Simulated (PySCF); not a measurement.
C₅H₄N, doublet, at a GFN2-xTB geometry. Base run: PBE0/STO-3G (PySCF).

Geometry (Å):
```xyz
10

C      0.6321    -1.2202     0.0021
N     -0.6463    -1.2344    -0.0542
C     -1.3425    -0.1054    -0.0610
C     -0.6770     1.1074    -0.0065
C      0.7118     1.1135     0.0545
C      1.4149    -0.0855     0.0602
H     -2.4199    -0.1834    -0.1098
H     -1.2328     2.0326    -0.0114
H      1.2498     2.0508     0.0977
H      2.4913    -0.1175     0.1067
```
Charge 0, spin multiplicity 2.
Orbitals are unrestricted.
All else is at PySCF's defaults.
Base energy -244.24055 Eh.

Each row names what was changed in the base input (with any setting that the change needs).

| change | ΔE vs base (mEh) | SCF cycles | <S^2> | outcome |
|---|---|---|---|---|
| base | 0.000 | 14 | 0.757 | converged |
| diis = off; damp = 0.3 (with mf.diis_start_cycle = 200; with mf.max_cycle = 150) | - | 150 | - | not converged |
| diis_space = 20 | 0.000 | 13 | 0.757 | converged |
| conv_tol_grad = 1e-7 | 0.000 | 20 | 0.757 | converged |
| conv_tol = 1e-4 | 0.024 | 6 | 0.755 | converged |
| level_shift = 0.5 (with mf.max_cycle = 100) | 0.000 | 22 | 0.757 | converged |
| conv_tol = 1e-7 | 0.000 | 12 | 0.757 | converged |
| conv_tol = 1e-12 | 0.000 | 18 | 0.757 | converged |
| diis_space = 4 | 0.000 | 25 | 0.757 | converged |
| init_guess = vsap | 0.000 | 15 | 0.757 | converged |
| diis_space = 2 | 0.000 | 33 | 0.757 | converged |
| init_guess = atom | 0.000 | 14 | 0.757 | converged |
| diis = off; damp = 0.6 (with mf.diis_start_cycle = 200; with mf.max_cycle = 150) | 0.000 | 52 | 0.757 | converged |

Open shells are given as the SCF converged; they aren't shown to be the lowest states, and a large step between rows can be another state.
